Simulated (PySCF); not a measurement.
**C₆ coefficients of unlike pairs at PBE**

Calculated with PySCF 2.14 from the dipole response of each species, C₆(A,B) = (3/π) ∫ α_A(iu) α_B(iu) du, in atomic units, from isotropic polarisabilities. For ions this is the dispersion term alone; charge-induced terms of lower order in 1/R come first.

| species | configuration | basis | relativity | α (bohr³) | C₆ (like pair) |
| --- | --- | --- | --- | --- | --- |
| P(2+) | [Ne] 3s2 3p1 (2P) | aug-cc-pV(Q+d)Z (7s6p5d3f2g) | none | 9.200 | 33.12 |
| Al(3+) | [Ne] (1S) | dyall-acv3z (19s12p6d4f) | none | 0.2827 | 0.2646 |
| Ar+ | [Ne] 3s2 3p5 (2P) | aug-cc-pV(T+d)Z (6s5p4d2f) | none | 7.074 | 32.11 |

**Question.** Estimate C₆ for Ar+ with Al(3+).

**Answer.** The integral gives 2.201. The combination rule 2 C_A C_B / (C_A α_B/α_A + C_B α_A/α_B) gives 2.150 and the geometric mean 2.915.

No spin-orbit coupling is included.

The other pairs:

| pair | C₆ |
| --- | --- |
| Al(3+), P(2+) | 1.906 |
| Ar+, P(2+) | 31.71 |
